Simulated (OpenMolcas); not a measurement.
## Mg II: effect of the basis set

| Property | Result |
| --- | --- |
| Program | OpenMolcas |
| Method | SS-CASPT2, IPEA 0.25 Eh, imaginary shift 0.1 Eh (closed shells correlated: 2s 2p) |
| Active space | 1 electron in 4 orbitals (3s 3p) |
| State averaging | 2S+1 = 2 even, 1 root; 2S+1 = 2 odd, 3 roots |
| Spin-orbit coupling | state interaction with AMFI integrals over the reference wave functions, term energies averaged over their components |

A. ANO-R1 [4s3p1d], X2C, finite nucleus; CASPT2 step roughly 0.8 core-seconds
B. ANO-RCC-VTZP [5s4p2d1f], DKH2, point nucleus; CASPT2 step about 0.8 core-seconds
C. ANO-L-VTZP [5s4p2d1f], non-relativistic, point nucleus; CASPT2 step about 1 core-seconds
D. ANO-R3 [6s4p4d2f], X2C, finite nucleus; CASPT2 step of the order of 0.6 core-seconds
E. ANO-R2 [6s4p4d2f], X2C, finite nucleus; CASPT2 step of the order of 0.7 core-seconds
F. ANO-RCC-VQZP [6s5p3d2f1g], DKH2, point nucleus; CASPT2 step of the order of 1 core-seconds

Energies in eV above 3s ²S_1/2, the measured ground level; measured values from NIST Handbook of Basic Atomic Spectroscopic Data.

| Level | A | B | C | D | E | F | Measured |
| --- | --- | --- | --- | --- | --- | --- | --- |
| 3s ²S_1/2 | 0.0000 | 0.0000 | 0.0000 | 0.0000 | 0.0000 | 0.0000 | 0.0000 |
| 3p ²P°_1/2 | 5.518 | 4.381 | 4.314 | 5.521 | 5.521 | 4.407 | 4.4224 |
| 3p ²P°_3/2 | 5.531 | 4.389 | 4.322 | 5.534 | 5.534 | 4.416 | 4.4338 |

Deviations, from unrounded energies. A percentage is the sum of absolute deviations over the sum of measured energies, with the sign that they share, or ± where signs differ.

| Against measurement | Levels | A | B | C | D | E | F |
| --- | --- | --- | --- | --- | --- | --- | --- |
| mean absolute deviation (cm-1) | 2 | 8800 | 350 | 890 | 8900 | 8900 | 130 |
| other configurations (%) | 2 | +24.8 | -1.0 | -2.5 | +24.8 | +24.8 | -0.4 |

F lies closest to measurement on these levels and D furthest from it. The largest miss of F in the table is 3p ²P°_3/2, by -150 cm-1. The ranking rests on the paired levels alone, and a cruder setting can come out closer through cancelling errors.

Among A to F the level of the table that moves most is 3p ²P°_3/2, by 9800 cm-1 (lowest in C, highest in D).

ANO sets are built for ground and valence states and can reach diffuse excited orbitals poorly. With one active electron, CASPT2 adds the correlation within the correlated inactive shells and between them and that electron, and leaves the splitting within a term as the reference gives it. The ANO-R sets hold no well-fitted valence p shell for this element, so s → p excitations can come out far too high (holds for A; D; E). Measured partners are found by configuration, term and J. A level has none where our copy of the source lacks it or the pairing is in doubt (some pairs that miss far off the trend of their configuration count as doubtful), and it then counts in no deviation. Only configurations of the active space appear.

° marks odd parity.
